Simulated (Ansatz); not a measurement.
Computed with Ansatz on PBE0-D4/def2-TZVP structures; ΔE is electronic, products minus reactants. CBS: MP2 limit from def2 TZ/QZ plus the TZ coupled-cluster correction, frozen cores. This one scheme is used for every species. Functionals use def2-TZVPP. For Br outer-core shells are correlated without core-valence functions, which leaves a few kJ/mol of doubt a bond. Scalar relativity is left out up to krypton. One conformer a species, not always the lowest.

Reaction (formal hydrolysis of the Si–Br bond): `CO[SiH](Br)O[SiH3]` + H₂O → `CO[SiH](O)O[SiH3]` + HBr

`CO[SiH](Br)O[SiH3]`:

Z-matrix (Å, degrees):
```
C
O 1 1.412
H 1 1.094 2 111.0
H 1 1.095 2 111.4 3 -121.5
H 1 1.090 2 107.9 3 119.3
Si 2 1.620 1 126.0 3 61.6
O 6 1.609 2 108.3 1 -174.5
Br 6 2.227 2 109.1 1 -54.8
H 6 1.473 2 112.5 1 64.1
Si 7 1.647 6 143.7 2 71.7
H 10 1.484 7 110.3 6 -25.8
H 10 1.483 7 109.2 6 94.9
H 10 1.482 7 107.6 6 -145.9
```

H₂O:

Z-matrix (Å, degrees):
```
O
H 1 0.960
H 1 0.960 2 105.1
```

`CO[SiH](O)O[SiH3]`:

```xyz
14

C     1.340    1.941    0.297
O     0.526    1.039    1.014
Si    0.458   -0.564    0.720
O    -0.530   -1.207    1.847
O    -0.153   -0.903   -0.744
Si   -1.561   -1.192   -1.534
H     0.938    2.120   -0.705
H     1.362    2.888    0.839
H     2.367    1.572    0.202
H     1.818   -1.138    0.755
H    -0.627   -0.725    2.669
H    -1.328   -0.937   -2.977
H    -1.975   -2.604   -1.341
H    -2.635   -0.291   -1.042
```

HBr:

Cartesian coordinates in Å:
```
Br -0.211 0.594 0.328
H 0.211 -0.594 -0.328
```

CCSD(T)/CBS gives -5.7 kJ/mol.

(1) Another level gave -10.7 kJ/mol. Which?
A. r2SCAN-D4/def2-TZVPP
B. PBE-D4/def2-TZVPP
C. B2PLYP/def2-TZVPP
D. HF/def2-TZVPP

Largest T1 diagnostic among the species: 0.011.

## Answers

(1) A. r2SCAN-D4 -10.7, B2PLYP -15.3, PBE-D4 -2.6, HF/def2-TZVPP -22.7 kJ/mol.

The D4 term adds +6.4 kJ/mol with B3LYP and +3.4 kJ/mol with PBE0; it sums over pairs of atoms, weighted by their polarisabilities, and B3LYP, whose exchange is more repulsive, gets the larger term. In def2-TZVPP, CCSD(T) changes the Hartree–Fock value by +8.7 kJ/mol (the triples alone add +2.1 kJ/mol) and MP2 by +15.3 kJ/mol.

B3LYP here is the variant with VWN-RPA as its local correlation; programs differ in this.
